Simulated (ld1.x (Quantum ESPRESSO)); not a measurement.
**Configuration tests for aluminium (TM)**

| Property | Result |
| --- | --- |
| Element | Al |
| Generator | ld1.x (Quantum ESPRESSO) 7.5 |
| Type | norm-conserving Troullier–Martins (Kleinman–Bylander form) |
| Functional | LDA (PZ) |
| Relativity | non-relativistic |
| Frozen core | [Ne] |
| Valence charge | 3 |
| Reference configuration | 3s2 3p1 |
| Partial waves | 3p (bound): rc 2.95 bohr; 3s (bound): rc 1.95 bohr |
| Local potential | the s channel |
| Core correction | none |

Energies are relative to the spin-unpolarised reference configuration 3s2 3p1; without spin polarisation the order of configurations can differ from experiment. Spin-polarised rows fill each open shell by Hund’s rule, majority spin first.

Task: Give the all-electron excitation energy and the error of the potential for: 3s2 3p0; 3s1 3p0; 3s2 3p0.5; 3s1 3p1; 3s1 3p2; 3s0 3p3; 3s2 3p1.3; 3s2 3p1 (spin-polarised); 3s1 3p0 (spin-polarised).

Result:

| valence configuration | charge | ΔE all-electron (eV) | error AE − PS (meV) |
| --- | --- | --- | --- |
| 3s2 3p0 | +1 | 5.857 | +3.1 |
| 3s1 3p0 | +2 | 25.199 | +86 |
| 3s2 3p0.5 | +0.5 | 2.129 | +0.5 |
| 3s1 3p1 | +1 | 11.637 | +23 |
| 3s1 3p2 | 0 | 5.122 | +8.1 |
| 3s0 3p3 | 0 | 10.435 | +36 |
| 3s2 3p1.3 | -0.3 | -0.600 | +0.1 |
| 3s2 3p1 (spin-polarised) | 0 | -0.136 | +6.6 |
| 3s1 3p0 (spin-polarised) | +2 | 24.772 | +220 |
